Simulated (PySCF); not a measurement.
Cl$_{2}$Si, charge -1, doublet, geometry from GFN2-xTB (a state made from the parent by changing its charge; the spin is typed, not shown lowest) (in this run its highest filled SCF level lies above zero, so its values depend strongly on the basis, on diffuse functions most of all). Base run: PBE0/6-31G* in PySCF.

Input for PySCF:
```python
from pyscf import gto, scf, dft, solvent

mol = gto.M(
    atom='''
Si    0.06043641   -0.04529054    1.06507755
Cl    1.16534857    1.41983542   -0.44651663
Cl   -1.21511973   -1.38253733   -0.43060606
''',
    basis='6-31g*',
    charge=-1,
    spin=1,
    verbose=3,
)

mf = dft.UKS(mol)
mf.xc = 'pbe0'
mf.kernel()
```

Variants of this job, named by their change:

| change | ΔE vs base (kcal/mol) |
|---|---|
| base | 0.000 |
| model = IEF-PCM; solvent = water | -52.07 |
| model = IEF-PCM; solvent = toluene; vdw_scale = 1.4 | -27.91 |
| model = IEF-PCM; solvent = toluene; r_probe = 0.5 | -26.98 |
| model = ddCOSMO; solvent = toluene | -29.60 |
| model = IEF-PCM; solvent = n-hexane | -24.48 |
| model = C-PCM; solvent = toluene | -30.44 |
| model = IEF-PCM; solvent = toluene; lebedev_order = 11 | -30.04 |
| model = IEF-PCM; solvent = toluene | -30.28 |
| model = IEF-PCM; solvent = dichloromethane | -46.73 |
| model = SS(V)PE; solvent = toluene | -29.92 |
| model = IEF-PCM; solvent = tetrahydrofuran | -45.51 |

The base is the gas phase, so ΔE is the electrostatic part of solvation at a fixed geometry, without cavity and dispersion terms.

Open shells are given as the SCF converged; they aren't shown to be the lowest states, and a large step between rows can be another state.

The gas-phase anion may not be bound at this level, which the solvent then changes.
